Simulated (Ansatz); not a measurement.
cyclo-(H2SnS)2 (Sn2H4S2). The state is a singlet with charge 0. Geometry PBE-D4/def2-SVP.

```xyz
8

Sn   -1.123   -1.199    0.081
H    -1.173   -2.553   -0.997
H    -2.392   -1.254    1.257
S     1.091   -0.945    1.131
Sn    1.123    1.199   -0.081
H     1.169    2.551    0.999
H     2.394    1.258   -1.256
S    -1.089    0.943   -1.135
```

In the def2 sets Sn takes a core potential; there is no spin–orbit coupling. LC-ωPBE has ω = 0.4 bohr⁻¹. HSE06 is defined as in plane-wave codes, on full-range PBE exchange.

Estimate the orbital energies around the gap (eV) in Ansatz with LDA (SPW92)/def2-TZVP, r2SCAN-D4/def2-TZVP, HSE06-D4/def2-TZVP, BHLYP-D4/def2-TZVP, LC-ωPBE/def2-TZVP.


| orbital | LDA (SPW92)/def2-TZVP | r2SCAN-D4/def2-TZVP | HSE06-D4/def2-TZVP | BHLYP-D4/def2-TZVP | LC-ωPBE/def2-TZVP |
| --- | --- | --- | --- | --- | --- |
| HOMO−5 | -8.43 | -8.73 | -9.23 | -10.81 | -12.44 |
| HOMO−4 | -8.42 | -8.57 | -8.97 | -10.29 | -11.91 |
| HOMO−3 | -7.63 | -7.84 | -8.24 | -9.59 | -11.14 |
| HOMO−2 | -6.99 | -7.12 | -7.52 | -8.80 | -10.34 |
| HOMO−1 | -6.20 | -6.37 | -6.91 | -8.35 | -10.01 |
| HOMO | -6.15 | -6.35 | -6.85 | -8.28 | -9.87 |
| LUMO | -2.63 | -2.20 | -1.92 | -0.73 | 0.49 |
| LUMO+1 | -2.51 | -1.98 | -1.85 | -0.66 | 0.51 |
| LUMO+2 | -2.02 | -1.57 | -1.28 | 0.01 | 1.32 |
| LUMO+3 | -0.85 | -0.31 | -0.19 | 0.89 | 2.11 |
| LUMO+4 | -0.79 | -0.24 | -0.16 | 1.00 | 2.21 |
| LUMO+5 | -0.17 | 0.37 | 0.47 | 1.61 | 2.87 |
